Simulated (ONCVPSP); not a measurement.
Before and after: ONCV potential for Cu

```
Element                 : copper (Cu)
Generator               : ONCVPSP 4.0.1
Type                    : optimised norm-conserving Vanderbilt (ONCV)
Functional              : PW91
Relativity              : non-relativistic
Frozen core             : [Ne]
Valence charge          : 19
Reference configuration : 3s2 3p6 3d10 (charge +1)
Partial waves           : 3s: rc 1.20 bohr, ncon 4, nbas 9, qcut 12.8 1/bohr, 2 projectors, debl 3 Ha; 3p: rc 1.00 bohr, ncon 4, nbas 8, qcut 12.4 1/bohr, 2 projectors, debl 1.3 Ha; 3d: rc 0.80 bohr, ncon 4, nbas 8, qcut 12 1/bohr, 2 projectors, debl 1.8 Ha
Local potential         : polynomial inside 0.60 bohr (lpopt 5, dvloc0 0 Ha)
Core correction         : Teter function fitted to the true core (icmod 2), fcfact 0.3
```

In the s channel the program set the typed energies aside and used -4.392, 0.250 Ha. In the p channel the program set the typed energies aside and used -2.930, 0.250 Ha.

All-electron outer shells of the reference configuration (PW91, non-relativistic, ld1.x):

```json
{"shell": "3s", "level (eV)": "-119.51", "outermost node (bohr)": "0.29", "outermost maximum (bohr)": "0.62"}
{"shell": "3p", "level (eV)": "-79.74", "outermost node (bohr)": "0.26", "outermost maximum (bohr)": "0.63"}
{"shell": "3d", "level (eV)": "-13.84", "outermost node (bohr)": "–", "outermost maximum (bohr)": "0.60"}
```

Change: d: rc 0.62.

Cutoffs: the cutoffs (Ha) at which the residual kinetic energy of the hardest occupied pseudo-wave falls to 1 and 0.1 mHa per electron; they do not see the model core or the augmentation charge, which bear on the density cutoff. Errors are all-electron minus pseudo energies relative to the spin-unpolarised reference configuration.

Question: What does the change do?

Answer: The potential gets harder (350 Ha and 406 Ha → 620 Ha and 808 Ha); of the 4 tests that both files solve, the error grows in 0 and shrinks in 1 by more than 15 % and 0.3 meV (median size 0.8 → 0.7 meV); neither file shows a bound ghost. A smaller radius makes the pseudo-wave follow the all-electron one further in, where it bends more sharply, so more plane waves are needed.

| quantity | base | changed |
| --- | --- | --- |
| cutoff, loose | 350 Ha | 620 Ha |
| cutoff, tight | 406 Ha | 808 Ha |
| loose cutoff by channel | s 48 Ha, p 45 Ha, d 350 Ha | s 48 Ha, p 45 Ha, d 620 Ha |
| bound ghosts | none | none |
| GHOST(+) flags under 300 eV | none | none |
| error for 3s2 3p6 3d10 4s1, meV [ΔE -7.96 eV] | -0.5 | -0.7 |
| error for 3s2 3p6 3d9, meV [ΔE 21.59 eV] | +1.0 | +0.8 |
| error for 3s2 3p6 3d8, meV [ΔE 60.99 eV] | +12 | +7.6 |
| error for 3s2 3p6 3d10 4s0.5, meV [ΔE -4.88 eV] | 0.0 | 0.0 |
| s: phases at 1.21 bohr within 0.05 rad from the reference energy up to (Ha; the scan ends near 5) | to the end of the scan | to the end of the scan |
| p: phases at 1.01 bohr within 0.05 rad from the reference energy up to (Ha; the scan ends near 5) | to the end of the scan | to the end of the scan |
| rms error of d²Exc/dni dnj with the model core, mHa | 1.98 | 1.70 |
